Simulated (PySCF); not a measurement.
C5H6F2.
SMILES with atom numbers: `[CH3:1][C:2]1=[C:3]([F:4])[C@@:5]1([CH3:6])[F:7]` (hydrogens: H8, H9, H10 on C1; H11, H12, H13 on C6)

The same species was optimised twice, with GFN2-xTB and with PBE0-D3(BJ)/def2-SVP (PySCF), and the same property calculations (PySCF, gas phase) were run on both structures.

```tsv
coordinate	GFN2-xTB	PBE0-D3(BJ)/def2-SVP	change
C3–C5 (Å)	1.472	1.446	-0.026
C3–F4 (Å)	1.322	1.310	-0.012
C5–F7 (Å)	1.397	1.388	-0.009
C1–C2 (Å)	1.467	1.472	+0.005
C2=C3 (Å)	1.307	1.302	-0.005
C2–C5 (Å)	1.509	1.508	-0.001
C5–C6 (Å)	1.506	1.505	-0.001
C1–C2–C3 (°)	152.4	155.0	+2.6
C3–C5–C6 (°)	125.9	127.5	+1.6
C6–C5–F7 (°)	110.0	108.4	-1.6
C1–C2–C5 (°)	145.0	143.6	-1.4
C2–C3–F4 (°)	149.0	147.7	-1.3
C3–C2–C5 (°)	62.6	61.4	-1.2
C3–C5–F7 (°)	116.5	117.6	+1.1
C2–C3–C5 (°)	65.5	66.3	+0.8
```

Rotational constants: A = 2717, B = 2384, C = 1717 MHz (GFN2-xTB) against A = 2729, B = 2413, C = 1724 MHz (PBE0-D3(BJ)/def2-SVP). Point groups within 0.08 Å: C1 and C1.

On the GFN2-xTB structure: C1s of C1 (eV) 291.48 [delta-SCF UKS SCAN, pcX-2 on the ionised atom, pcseg-1 elsewhere, spin-free X2C]; C1s of C2 (eV) 291.18 [delta-SCF UKS SCAN, pcX-2 on the ionised atom, pcseg-1 elsewhere, spin-free X2C]; C1s of C3 (eV) 292.92 [delta-SCF UKS SCAN, pcX-2 on the ionised atom, pcseg-1 elsewhere, spin-free X2C]; F1s of F4 (eV) 693.42 [delta-SCF UKS SCAN, pcX-2 on the ionised atom, pcseg-1 elsewhere, spin-free X2C]; C1s of C5 (eV) 293.33 [delta-SCF UKS SCAN, pcX-2 on the ionised atom, pcseg-1 elsewhere, spin-free X2C]; C1s of C6 (eV) 290.97 [delta-SCF UKS SCAN, pcX-2 on the ionised atom, pcseg-1 elsewhere, spin-free X2C]; F1s of F7 (eV) 691.65 [delta-SCF UKS SCAN, pcX-2 on the ionised atom, pcseg-1 elsewhere, spin-free X2C].

Problem. What do these properties become on the PBE0-D3(BJ)/def2-SVP structure?

Solution. 
```json
{"property": "C1s of C1 (eV)", "level": "delta-SCF UKS SCAN, pcX-2 on the ionised atom, pcseg-1 elsewhere, spin-free X2C", "on GFN2-xTB": "291.48", "on PBE0-D3(BJ)/def2-SVP": "291.56", "change": "+0.08"}
{"property": "C1s of C2 (eV)", "level": "delta-SCF UKS SCAN, pcX-2 on the ionised atom, pcseg-1 elsewhere, spin-free X2C", "on GFN2-xTB": "291.18", "on PBE0-D3(BJ)/def2-SVP": "291.14", "change": "-0.04"}
{"property": "C1s of C3 (eV)", "level": "delta-SCF UKS SCAN, pcX-2 on the ionised atom, pcseg-1 elsewhere, spin-free X2C", "on GFN2-xTB": "292.92", "on PBE0-D3(BJ)/def2-SVP": "292.97", "change": "+0.05"}
{"property": "F1s of F4 (eV)", "level": "delta-SCF UKS SCAN, pcX-2 on the ionised atom, pcseg-1 elsewhere, spin-free X2C", "on GFN2-xTB": "693.42", "on PBE0-D3(BJ)/def2-SVP": "693.49", "change": "+0.07"}
{"property": "C1s of C5 (eV)", "level": "delta-SCF UKS SCAN, pcX-2 on the ionised atom, pcseg-1 elsewhere, spin-free X2C", "on GFN2-xTB": "293.33", "on PBE0-D3(BJ)/def2-SVP": "293.30", "change": "-0.03"}
{"property": "C1s of C6 (eV)", "level": "delta-SCF UKS SCAN, pcX-2 on the ionised atom, pcseg-1 elsewhere, spin-free X2C", "on GFN2-xTB": "290.97", "on PBE0-D3(BJ)/def2-SVP": "290.98", "change": "+0.01"}
{"property": "F1s of F7 (eV)", "level": "delta-SCF UKS SCAN, pcX-2 on the ionised atom, pcseg-1 elsewhere, spin-free X2C", "on GFN2-xTB": "691.65", "on PBE0-D3(BJ)/def2-SVP": "691.68", "change": "+0.03"}
```

The heavy atoms differ by 0.024 Å rms after alignment. Among bonds between heavy atoms C3–C5 changes most (-0.026 Å). Changes are differences of the printed values. Neither structure is proved a minimum here.
